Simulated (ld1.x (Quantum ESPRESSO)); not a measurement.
The numbers below are computed, except where a source is named.
# Potentials for lead (Pb) compared

Generated with ld1.x 7.5 (TM, RRKJ, ultrasoft, PAW), atompaw 4.2 or ONCVPSP 4.0.1. The cutoff is in Ry: for ld1.x and atompaw files where the sum of valence levels is converged to 10 mRy in a Bessel basis, for ONCV files where the hardest occupied wave has 1 mHa per electron of residual kinetic energy. The error is the largest all-electron minus pseudo excitation energy over each file’s own four to seven test configurations (ionisations up to +4, promotions, holes and added fractions of an electron), all of which were solved. The labels leave out finer settings (local radius, basis sizes, second energies), which also bear on the numbers. Spin-polarised tests are not counted. The rows are a selection from randomly drawn settings: files with unsolved tests, undetermined cutoffs or missed reference levels are left out.

A true bound ghost makes a file unfit for plane-wave use even where its test errors are small: the radial tests pick states by their node count and pass the ghost by.

```csv
potential,cutoff (Ry),largest error (meV),bound ghosts
"PAW, PBE, scalar-relativistic, rc 1.95/2.20/1.80 (spd), local smoothed, core correction yes, reference 5d10 6s2 6p2",35,+39,"s, p"
"TM, PBEsol, scalar-relativistic, rc 1.45/1.95/1.20 (spd), local d, core correction yes, reference 5d10 6s2 6p2",100,-104,"s, p"
"TM, PBE, scalar-relativistic, rc 2.10/1.95/1.35 (spd), local s, core correction yes, reference 5d10 6s2 6p2",80,-127,none
"TM, revPBE, scalar-relativistic, rc 1.58/2.65/2.50 (spd), local smoothed, core correction no, reference 6s2 6p2",35,+56,"s, p"
```

Q: Fill in the row for Pb: RRKJ, PW91, scalar-relativistic, rc 1.95/2.10 (sp), local s, core correction yes, reference 6s1.5 6p2.5.

A: cutoff 21 Ry, largest error -477 meV, bound ghosts: none.

Q: Fill in the row for Pb: RRKJ, PBE, scalar-relativistic, rc 1.85/1.95 (sp), local s, core correction yes, reference 6s2 6p1.5.

A: cutoff 25 Ry, largest error -112 meV, bound ghosts: none.

Q: Fill in the row for Pb: TM, LDA (PZ), fully relativistic, rc 1.50/2.35 (sp), local smoothed, core correction no, reference 6s2 6p1.

A: cutoff 45 Ry, largest error +296 meV, bound ghosts: d.
